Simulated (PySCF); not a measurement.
## The second ionisation energy along group 6

All values are computed (PySCF 2.14, energy differences of UHF-based or UKS calculations, no spin-orbit coupling). Values in eV. The last column holds reference values (NIST; (s) semi-empirical, (t) theoretical, else measured). Unmarked ones compare directly (S terms, centres of terms, or small fine structure); those marked * lie between the lowest fine-structure levels and include a spin-orbit shift.

| element | configurations | SCS-MP2 (valence and next inner shell) | CCSD(T) (valence and next inner shell) | SCS-MP2 (valence) | LDA | PBE | r2SCAN | reference |
| --- | --- | --- | --- | --- | --- | --- | --- | --- |
| Cr (def2-QZVPPD, non-relativistic) | [Ar] 3d5 → [Ar] 3d4 | 16.144 | 16.529 | 15.451 | 17.640 | 17.269 | 16.970 | 16.486 * |
| Mo (def2-QZVPPD with the def2 core potential (28 electrons), ECP) | [Kr] 4d5 → [Kr] 4d4 | 15.714 | 16.010 | 15.327 | 16.656 | 16.423 | 16.304 | 16.16 ± 0.12 (s) * |
| W (def2-QZVPPD with the def2 core potential (60 electrons), ECP) | [Xe] 4f14 5d4 6s1 → [Xe] 4f14 5d4 | 15.543 | 15.854 | 15.126 | 16.556 | 16.288 | 16.332 | 16.37 ± 0.15 (s) * |

"Valence" correlates the outer s and p shells and, in groups 3 to 12 and the f block, the outer d or f shell, open or full, or the next shell where the ion has no valence electron left; the wider scheme adds the next inner shell.
